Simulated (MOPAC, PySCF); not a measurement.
[Ti(F)4], neutral singlet in the gas phase. 

Cartesian coordinates (Å):
```xyz
5

Ti    -0.0223    -0.0048    -0.0734
F     -1.4900     0.1941    -0.9928
F      0.1841     1.3644     0.9846
F      1.3361    -0.1097    -1.1607
F     -0.1177    -1.4642     0.8754
```
Charge 0, spin multiplicity 1.

All levels are single points at this geometry (TPSS-D3(BJ)/def2-SVP); Pople sets use spherical d functions. Orbital energies aren't observables, and empty levels follow the basis.

B3LYP/6-311+G** (LANL2DZ on Ti) in PySCF gives gap (eV) = 8.31.

Question: Estimate the gap (eV) from each of these levels: PBE-D3(BJ)/def2-TZVP in PySCF; TPSSh-D3(BJ)/def2-TZVP in PySCF; B3LYP/6-31G* (LANL2DZ on Ti) in PySCF; M06-2X/6-31G* (LANL2DZ on Ti) in PySCF; PBE/6-31G* (LANL2DZ on Ti) in PySCF; SVWN5/6-31G* (LANL2DZ on Ti) in PySCF; PM6 in MOPAC; PM7 in MOPAC.

Answer: 
```json
[
 {"level": "PBE-D3(BJ)/def2-TZVP in PySCF", "gap (eV)": "6.35"},
 {"level": "TPSSh-D3(BJ)/def2-TZVP in PySCF", "gap (eV)": "7.67"},
 {"level": "B3LYP/6-31G* (LANL2DZ on Ti) in PySCF", "gap (eV)": "8.39"},
 {"level": "M06-2X/6-31G* (LANL2DZ on Ti) in PySCF", "gap (eV)": "11.79"},
 {"level": "PBE/6-31G* (LANL2DZ on Ti) in PySCF", "gap (eV)": "6.15"},
 {"level": "SVWN5/6-31G* (LANL2DZ on Ti) in PySCF", "gap (eV)": "6.20"},
 {"level": "PM6 in MOPAC", "gap (eV)": "12.04"},
 {"level": "PM7 in MOPAC", "gap (eV)": "13.12"}
]
```
